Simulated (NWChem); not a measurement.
# GeH2BrCl; SMILES [Cl][GeH2][Br]

```xyz
5

Ge    -0.6836     0.5305     0.0000
Cl     0.8726     2.0172     0.0000
Br     0.2764    -1.5574     0.0000
H     -1.4874     0.6860     1.2930
H     -1.4874     0.6860    -1.2930
```
Atoms are numbered in this order, from 1.

Level: PBE0/def2-SVP (NWChem), optimised geometry, unscaled harmonic frequencies. This build's default masses of Se (78.918 u) and Br (79.917 u) are each other's, which moves their modes by up to 0.6 %.

```
frequency (cm⁻¹)  IR intensity (km/mol)
----------------  ---------------------
125                                 2.2
314                                31.1
436                                62.6
501                                17.7
647                                 0.7
780                               157.2
853                                89.1
2195                               52.7
2210                               83.1
```

| Item | Value |
|---|---|
| zero-point energy | 11.5 kcal/mol |
| thermal correction to the enthalpy at 298.15 K (with zero-point energy) | 15.1 kcal/mol |
| heat capacity Cv | 14.4 cal/(mol K) |
| entropy at 298.15 K and 1 atm (symmetry number 1) | 76.0 cal/(mol K) |
| dipole moment | 1.87 D |

Rigid rotor and harmonic oscillator.
